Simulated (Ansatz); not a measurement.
This geometry of a periodic cell of 33 atoms, Al$_{32}$P (host Al, host structure fcc, interstitial P) is a first-order saddle point.

All numbers below come from Ansatz 0.2.0, DFT PBE-D3(BJ), scalar-relativistic, plane waves, PAW. Settings: PAW set soft_1, cutoff 420 eV, k mesh 3x3x3, gaussian smearing 0.15 eV, no spin polarisation.

```xyz
33
Lattice="8.1000 0.0000 0.0000 0.0000 8.1000 0.0000 0.0000 0.0000 8.1000" Properties=species:S:1:pos:R:3
Al 4.045 0.270 0.060
Al 6.125 2.024 -0.014
Al 6.078 0.060 2.032
Al -0.003 0.060 -0.009
Al 1.958 2.025 -0.103
Al 4.045 3.776 0.062
Al 6.428 6.076 -0.069
Al 2.031 0.270 1.963
Al 4.118 2.025 2.126
Al 6.079 3.990 2.033
Al 4.076 0.039 3.989
Al 6.130 2.026 4.072
Al 6.060 0.000 6.085
Al -0.003 3.990 -0.010
Al 1.792 6.074 0.236
Al -0.049 2.024 2.037
Al 2.031 3.776 1.961
Al 4.284 6.074 1.787
Al 0.016 0.001 4.038
Al 1.997 2.026 4.123
Al 4.073 4.016 3.989
Al 5.953 6.075 4.155
Al 2.000 0.040 6.135
Al 4.079 2.026 6.000
Al 6.059 4.050 6.084
Al -0.352 6.076 2.091
Al 0.017 4.050 4.039
Al 1.909 6.070 3.108
Al -0.054 2.026 6.052
Al 2.003 4.015 6.134
Al 4.166 6.070 7.016
Al 0.123 6.075 5.968
P 3.038 6.087 5.062
```

**Question.** Which two structures does it join? (They come from a converged band through this point; their orientation in space is the band's.)

**Answer.** The atom that moves furthest is P33, by 2.94 Å; four of its nearest neighbours are Al30 2.39, Al32 2.39, Al28 2.39, Al15 2.41 Å at the first end and Al22 2.38, Al11 2.38, Al18 2.39, Al31 2.41 Å at the last.

Image 0:

```xyz
33
Lattice="8.1000 0.0000 0.0000 0.0000 8.1000 0.0000 0.0000 0.0000 8.1000" Properties=species:S:1:pos:R:3
Al 4.071 0.021 0.021
Al 6.076 2.027 0.030
Al 6.076 0.030 2.026
Al -0.020 0.022 0.021
Al 2.025 2.021 0.103
Al 4.072 4.030 0.022
Al 6.071 6.075 0.103
Al 2.024 0.103 2.022
Al 4.080 2.026 2.026
Al 6.077 4.022 2.026
Al 4.072 0.022 4.030
Al 6.077 2.027 4.021
Al 6.071 0.104 6.075
Al -0.020 4.030 0.022
Al 2.033 6.084 0.359
Al -0.028 2.027 2.026
Al 2.025 3.953 2.023
Al 4.153 6.074 2.022
Al -0.020 0.022 4.030
Al 2.025 2.021 3.952
Al 4.072 4.030 4.030
Al 6.071 6.075 3.952
Al 2.033 0.351 6.081
Al 4.153 2.021 6.075
Al 6.071 3.953 6.075
Al -0.097 6.075 2.023
Al -0.020 4.030 4.030
Al 2.034 6.084 3.661
Al -0.097 2.021 6.075
Al 2.034 3.651 6.081
Al 4.402 6.084 6.081
Al -0.398 6.085 6.081
P 1.987 6.036 6.050
```

Image 4:

```xyz
33
Lattice="8.1000 0.0000 0.0000 0.0000 8.1000 0.0000 0.0000 0.0000 8.1000" Properties=species:S:1:pos:R:3
Al 4.051 0.096 -0.004
Al 6.102 2.023 0.001
Al 6.095 0.020 2.004
Al -0.002 0.028 0.001
Al 1.995 2.023 0.001
Al 4.050 3.947 -0.003
Al 6.169 6.076 -0.004
Al 2.003 0.019 2.005
Al 4.051 2.031 1.928
Al 6.094 4.028 2.005
Al 4.036 0.404 4.057
Al 6.170 2.031 4.049
Al 6.094 0.020 6.096
Al -0.003 4.020 0.001
Al 1.921 6.075 -0.003
Al -0.002 2.023 1.997
Al 2.003 4.028 2.006
Al 4.036 6.064 1.632
Al 0.007 0.097 4.050
Al 1.920 2.030 4.050
Al 4.035 3.706 4.058
Al 6.488 6.065 4.056
Al 2.003 0.019 6.096
Al 4.050 2.030 6.177
Al 6.094 4.028 6.096
Al 0.007 6.076 1.927
Al 0.007 3.946 4.050
Al 1.688 6.063 4.058
Al -0.003 2.023 6.105
Al 2.003 4.028 6.096
Al 4.035 6.063 6.429
Al 0.007 6.075 6.178
P 4.113 6.124 4.019
```

**Question.** How far does it lie above each of them?

**Answer.** 0.51 eV above the first and 0.51 eV above the second. This is the barrier of this one path; another mechanism may lie lower. Limits of this set-up: coarse k mesh, odd electron count without spin, a small cell, in which the defect meets its images, a typed lattice constant that wasn't relaxed here.

Run time: 27 min on 4 threads of Arm Neoverse V1, on a shared host, peak memory 2.9 GiB.
